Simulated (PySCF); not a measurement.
Job file and geometry (Å, from GFN2-xTB) of an NMR shielding run on `CC(C)(C)C[BH2-][NH3+]`, C$_{5}$H$_{16}$BN, GIAO PBE0/pcSseg-1 NMR shielding, non-relativistic, gas phase in PySCF; density fitting, a coarse starting grid and PySCF grid level 2 are the driver's defaults:

```
{"job": {"kind": "nmr", "xc": "PBE0", "basis": "pcSseg-1"}, "charge": 0, "multiplicity": 1}
C     -1.578579    -0.292601    -1.208368
C     -0.827622    -0.242968     0.123088
C     -0.746513     1.214313     0.590603
C     -1.622747    -1.040714     1.164721
C      0.570832    -0.867755    -0.036682
B      1.692278    -0.085087    -0.928279
N      2.458213     0.944025     0.122111
H     -2.541418     0.210182    -1.129438
H     -0.995017     0.189064    -1.986785
H     -1.752883    -1.323806    -1.506132
H     -0.202313     1.291245     1.532644
H     -0.266851     1.829455    -0.167062
H     -1.746456     1.613410     0.756105
H     -2.640709    -0.662487     1.250426
H     -1.671425    -2.090177     0.882092
H     -1.151751    -0.974510     2.144647
H      0.970860    -1.042878     0.969895
H      0.419863    -1.862945    -0.460190
H      1.272455     0.612737    -1.797521
H      2.552846    -0.817723    -1.311464
H      3.161591     1.483441    -0.368819
H      1.752229     1.553652     0.521277
H      2.888364     0.389113     0.853209
```

Q: Write the output of this run.

A: 
```
coarse grid: 17504 points
cycle   1  E = -279.2513294206  dE =  4.513e-01  |g| = 5.854e-01  |ddm| = 3.846e+00
cycle   2  E = -279.2346208526  dE =  1.671e-02  |g| = 6.559e-01  |ddm| = 1.437e+00
cycle   3  E = -279.3541495964  dE = -1.195e-01  |g| = 7.014e-02  |ddm| = 8.013e-01
cycle   4  E = -279.3552293480  dE = -1.080e-03  |g| = 2.820e-02  |ddm| = 1.017e-01
cycle   5  E = -279.3554147377  dE = -1.854e-04  |g| = 5.034e-03  |ddm| = 2.647e-02
cycle   6  E = -279.3554206485  dE = -5.911e-06  |g| = 1.312e-03  |ddm| = 6.334e-03
final grid: 164192 points
cycle   7  E = -279.3959602385  dE = -1.140e-04  |g| = 1.155e-02  |ddm| = 6.093e-02
cycle   8  E = -279.3959478640  dE =  1.237e-05  |g| = 1.365e-02  |ddm| = 2.370e-02
cycle   9  E = -279.3959944069  dE = -4.654e-05  |g| = 9.903e-04  |ddm| = 1.288e-02
cycle  10  E = -279.3959946164  dE = -2.095e-07  |g| = 3.539e-04  |ddm| = 1.391e-03
cycle  11  E = -279.3959946445  dE = -2.811e-08  |g| = 6.584e-05  |ddm| = 2.909e-04
cycle  12  E = -279.3959946455  dE = -9.400e-10  |g| = 1.907e-05  |ddm| = 8.095e-05
converged SCF energy = -279.3959946455

GIAO shielding tensors (ppm)
atom      isotropic    diamagn.    paramagn.     s11        s22        s33       span
  0 C      156.502     247.737     -91.235    136.032    147.137    186.335     50.304
  1 C      153.242     241.895     -88.653    148.247    152.423    159.056     10.809
  2 C      155.955     250.909     -94.954    137.655    146.879    183.330     45.675
  3 C      148.282     248.188     -99.906    126.812    132.694    185.340     58.528
  4 C      147.305     248.781    -101.476    129.834    142.863    169.219     39.385
  5 B      120.072     189.256     -69.184    104.276    118.789    137.151     32.875
  6 N      217.535     317.302     -99.767    206.182    214.165    232.257     26.075
  7 H       31.061      31.634      -0.573     27.369     28.534     37.280      9.911
  8 H       29.981      31.478      -1.496     25.150     29.591     35.202     10.052
  9 H       31.040      31.732      -0.692     27.414     28.215     37.491     10.076
 10 H       31.335      33.562      -2.226     27.655     29.892     36.460      8.805
 11 H       30.443      33.229      -2.785     26.975     29.355     35.000      8.024
 12 H       30.733      32.389      -1.656     26.980     28.416     36.804      9.824
 13 H       30.697      31.464      -0.767     26.859     28.116     37.115     10.256
 14 H       30.576      31.586      -1.011     27.269     28.017     36.441      9.172
 15 H       30.852      31.832      -0.980     27.458     28.644     36.454      8.995
 16 H       31.963      35.154      -3.191     27.906     31.839     36.144      8.238
 17 H       30.680      33.748      -3.068     26.149     30.262     35.627      9.478
 18 H       29.357      31.803      -2.446     25.806     30.768     31.496      5.690
 19 H       29.521      31.235      -1.714     25.233     30.141     33.190      7.957
 20 H       28.870      27.602       1.268     22.092     24.458     40.061     17.968
 21 H       28.419      32.777      -4.358     20.565     27.627     37.066     16.502
 22 H       29.329      30.171      -0.842     23.805     25.993     38.188     14.382
```

Size and cost of the density-fitted run: 199 basis functions, 39 s wall time on 1 thread of an Arm Neoverse V1, shared host.
